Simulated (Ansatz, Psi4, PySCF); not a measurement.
H₉FGeSi₃, singlet, at a GFN2-xTB geometry, atoms displaced at random by about 0.03 Å a coordinate. Base run: PBE0/STO-3G, gradient (PySCF).

Here is a job for PySCF.
```python
from pyscf import gto, scf, dft

mol = gto.Mole()
mol.atom = '''
    F     0.532972    0.036976   -1.806794
    Ge   -0.031954   -0.045112   -0.063246
    Si    1.583971   -1.648101    0.759039
    Si    0.495227    2.297249    0.600673
    Si   -2.270418   -0.678874   -0.349495
    H     1.468704   -2.910491    0.029483
    H     1.281418   -1.887383    2.133338
    H     2.980103   -1.184067    0.641598
    H    -0.386260    3.193236   -0.201737
    H     0.040269    2.519720    2.048203
    H     1.830660    2.616901    0.471040
    H    -3.065571    0.317135   -1.046098
    H    -2.391722   -1.971612   -1.120881
    H    -2.911072   -0.750322    0.941066
'''
mol.basis = 'sto-3g'
mol.charge = 0
mol.spin = 0
mol.verbose = 4
mol.build()

mf = dft.RKS(mol)
mf.xc = 'pbe0'
mf.kernel()
g = mf.nuc_grad_method()
grad = g.kernel()
```

Programs used: Ansatz (a quantum-chemistry and plane-wave program), Psi4, PySCF; a row that names a program was run with it.

The coordinate followed is z of atom 14.

Variants of this job, named by their change:

```json
[
 {"change": "base", "dE/dx (Eh/bohr)": "-0.001011", "net force (Eh/bohr)": "0.000096"},
 {"change": "conv_tol = 1e-6", "dE/dx (Eh/bohr)": "-0.000988", "net force (Eh/bohr)": "0.000096"},
 {"change": "code = psi4", "dE/dx (Eh/bohr)": "-0.001027", "net force (Eh/bohr)": "0.000077"},
 {"change": "finite difference step (bohr) = 1e-3; conv_tol = 1e-11", "dE/dx (Eh/bohr)": "-0.001010", "net force (Eh/bohr)": "-"},
 {"change": "density fitting = on; auxbasis_response = off", "dE/dx (Eh/bohr)": "-0.001109", "net force (Eh/bohr)": "0.002213"},
 {"change": "grid_response = on", "dE/dx (Eh/bohr)": "-0.001010", "net force (Eh/bohr)": "0.000000"},
 {"change": "grids.level = 1; grid_response = on", "dE/dx (Eh/bohr)": "-0.001022", "net force (Eh/bohr)": "0.000000"},
 {"change": "grids.level = 1; grid_response = off", "dE/dx (Eh/bohr)": "-0.001011", "net force (Eh/bohr)": "0.001487"},
 {"change": "finite difference step (bohr) = 1e-5; conv_tol = 1e-11", "dE/dx (Eh/bohr)": "-0.001011", "net force (Eh/bohr)": "-"},
 {"change": "finite difference step (bohr) = 0.01; conv_tol = 1e-11", "dE/dx (Eh/bohr)": "-0.001017", "net force (Eh/bohr)": "-"},
 {"change": "code = ansatz", "dE/dx (Eh/bohr)": "-0.001011", "net force (Eh/bohr)": "0.000000"},
 {"change": "grids.level = 0; grid_response = off", "dE/dx (Eh/bohr)": "-0.001805", "net force (Eh/bohr)": "0.017575"}
]
```

The net force is zero for an exact gradient.
